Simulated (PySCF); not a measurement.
A structure optimised at PBE0-D3(BJ)/def2-SVP, used in a PySCF frequency run:

```
Si
H 1 1.4953
H 1 1.4953 2 108.45
H 1 1.4953 2 108.45 3 -117.59
Cd 1 2.4915 2 110.47 3 121.20
Br 5 2.4379 2 155.07 1 180.00
```

Question: Write its SMILES, formula and point group.

Answer: [SiH3][Cd][Br], BrCdH3Si, C3v

Question: What are its rotational constants (standard atomic weights)?

Answer: 85.162, 0.81544, 0.81544 GHz
